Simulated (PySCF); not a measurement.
## Electron correlation in Sb⁺ (antimony, charge +1)

[Kr] 4d10 5s1 5p2 6s1, high-spin 5P determinant (an excited configuration). Calculation: PySCF 2.14, in aug-cc-pwCVDZ-PP with ECP28MDF; scalar relativity through the core potential. Frozen: 4s2 4p6 4d10; 4 electrons correlated.

```json
{"level": "CCSD", "correlation energy (mhartree)": "-18.45"}
{"level": "(T)", "correlation energy (mhartree)": "-0.14"}
{"level": "CCSD(T)", "correlation energy (mhartree)": "-18.59"}
```

Diagnostics: T1 = 0.018, D1 = 0.0505, largest double amplitude 0.041.

The outer electron is Rydberg-like, and this basis confines it to a smaller radius and binds it less than a complete one would.

Cost of the coupled-cluster step: of the order of 0.6 core-seconds, for 4 correlated electrons.

Iterations:

```
CC2 = 0
CCSD nocc = (np.int64(4), np.int64(0)), nmo = (39, 39)
frozen orbitals [[0, 1, 2, 3, 4, 5, 6, 7, 8], [0, 1, 2, 3, 4, 5, 6, 7, 8]]
max_cycle = 100
direct = 0
conv_tol = 1e-08
conv_tol_normt = 1e-06
diis_space = 8
diis_start_cycle = 0
Init t2, MP2 energy = -0.0127483770366573
Init E_corr(UCCSD) = -0.0127483770391289
cycle = 1  E_corr(UCCSD) = -0.0164624257198819  dE = -0.00371404868  norm(t1,t2) = 0.0320593
cycle = 2  E_corr(UCCSD) = -0.0176478163590955  dE = -0.00118539064  norm(t1,t2) = 0.0128244
cycle = 3  E_corr(UCCSD) = -0.0183177891531395  dE = -0.000669972794  norm(t1,t2) = 0.00657942
cycle = 4  E_corr(UCCSD) = -0.0183078885439263  dE = 9.90060921e-06  norm(t1,t2) = 0.00417501
cycle = 5  E_corr(UCCSD) = -0.0184239148494046  dE = -0.000116026305  norm(t1,t2) = 0.00346328
cycle = 6  E_corr(UCCSD) = -0.0184292632898569  dE = -5.34844045e-06  norm(t1,t2) = 0.00191731
cycle = 7  E_corr(UCCSD) = -0.0184694629067464  dE = -4.01996169e-05  norm(t1,t2) = 0.00101539
cycle = 8  E_corr(UCCSD) = -0.0184457564492198  dE = 2.37064575e-05  norm(t1,t2) = 0.000233748
cycle = 9  E_corr(UCCSD) = -0.018452996673039  dE = -7.24022382e-06  norm(t1,t2) = 6.44161e-05
cycle = 10  E_corr(UCCSD) = -0.0184513893169889  dE = 1.60735605e-06  norm(t1,t2) = 1.64974e-05
cycle = 11  E_corr(UCCSD) = -0.0184514151387056  dE = -2.58217167e-08  norm(t1,t2) = 1.33059e-06
cycle = 12  E_corr(UCCSD) = -0.0184514218904208  dE = -6.75171522e-09  norm(t1,t2) = 2.92064e-07
UCCSD converged
E(UCCSD) = -238.4738887359636  E_corr = -0.01845142189042077
UCCSD(T) correction = -0.000144580005741818
```
